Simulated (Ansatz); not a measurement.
```yaml
crystal:
  periodic: [false, false, false]
  atoms:
    - {symbol: F, position_ang: [0.824608, -1.511637, 2.090420]}
    - {symbol: C, position_ang: [0.418971, -0.764507, 1.055472]}
    - {symbol: C, position_ang: [0.729702, 0.581193, 1.039322]}
    - {symbol: C, position_ang: [0.309820, 1.354570, -0.031998]}
    - {symbol: C, position_ang: [-0.406150, 0.755289, -1.049825]}
    - {symbol: F, position_ang: [-0.811780, 1.502417, -2.084778]}
    - {symbol: C, position_ang: [-0.716886, -0.590408, -1.033670]}
    - {symbol: C, position_ang: [-0.297005, -1.363787, 0.037650]}
    - {symbol: H, position_ang: [1.293038, 1.011922, 1.857371]}
    - {symbol: H, position_ang: [0.532469, 2.412816, -0.083221]}
    - {symbol: H, position_ang: [-1.280227, -1.021134, -1.851718]}
    - {symbol: D, position_ang: [-0.519660, -2.422031, 0.088874]}
basis:
  gaussian: {orbitals: def2-mTZVPP}
hamiltonian: {xc: {name: r2SCAN}, dispersion: d3bjatm}
output: {forces: true}
```

```sh
$ ansatz run in.yaml --threads 2 --pin off --events-out ev --progress --plain --max-ram 22528MiB --backend cpu
```

Problem. How does Ansatz answer? (An estimate is asked.)

Solution. Computed: The program refused the input.
```
Error: YAML parse error: error: line 15 column 16: `D` is not an element symbol (H … Og, case-exact)
13 |     - {symbol: H, position_ang: [0.532469, 2.412816, -0.083221]}
14 |     - {symbol: H, position_ang: [-1.280227, -1.021134, -1.851718]}
15 |     - {symbol: D, position_ang: [-0.519660, -2.422031, 0.088874]}
16 | basis:
17 |   gaussian: {orbitals: def2-mTZVPP}
```
